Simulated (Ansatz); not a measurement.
C$_{2}$H$_{6}$FInO$_{2}$ (`C[O][In]([F])[O]C`), relaxed with RKS PBE0-D4/def2-TZVP in Ansatz 0.2.0 from a GFN2-xTB geometry. The force threshold is 0.005 eV/Å; the program also tests the step.

Total charge 0; spin multiplicity 1. In takes the def2 core potential.

Start:

```xyz
12

C    -0.330    1.140    2.261
O    -0.506    0.576    0.995
In    1.086    0.008   -0.125
F     2.839    0.566    0.650
O     0.809   -0.920   -1.910
C    -0.489   -1.245   -2.313
H     0.466    1.893    2.284
H    -1.276    1.639    2.499
H    -0.125    0.378    3.021
H    -0.377   -1.667   -3.318
H    -0.953   -1.999   -1.668
H    -1.144   -0.369   -2.376
```

| step | energy (eV) | largest force (eV/Å) | largest move (Å) |
| --- | --- | --- | --- |
| 1 | -14151.4790 | 1.454 | 0.000 |
| 2 | -14151.6152 | 0.264 | 0.099 |
| 3 | -14151.6216 | 0.059 | 0.030 |
| 4 | -14151.6243 | 0.062 | 0.039 |
| 5 | -14151.6253 | 0.063 | 0.044 |
| 6 | -14151.6255 | 0.023 | 0.012 |
| 7 | -14151.6256 | 0.019 | 0.021 |
| 8 | -14151.6257 | 0.017 | 0.012 |
| 9 | -14151.6257 | 0.004 | 0.006 |
| 10 | -14151.6257 | 0.004 | 0.007 |
| 11 | -14151.6257 | 0.008 | 0.013 |
| 12 | -14151.6258 | 0.007 | 0.010 |
| 13 | -14151.6258 | 0.008 | 0.008 |
| 14 | -14151.6258 | 0.006 | 0.006 |
| 15 | -14151.6258 | 0.003 | 0.004 |
| 16 | -14151.6258 | 0.003 | 0.009 |

End:

```xyz
12

C    -0.311    1.166    2.324
O    -0.543    0.575    1.064
In    0.940    0.035   -0.109
F     2.718    0.507    0.515
O     0.800   -0.884   -1.832
C    -0.448   -1.263   -2.371
H     0.495    1.909    2.313
H    -1.232    1.673    2.630
H    -0.069    0.416    3.086
H    -0.256   -1.753   -3.330
H    -0.986   -1.974   -1.733
H    -1.107   -0.407   -2.557
```

Hardware: 4 threads of an Arm Neoverse V2 on a shared host. Wall time 93 s, peak host memory 0.75 GiB.
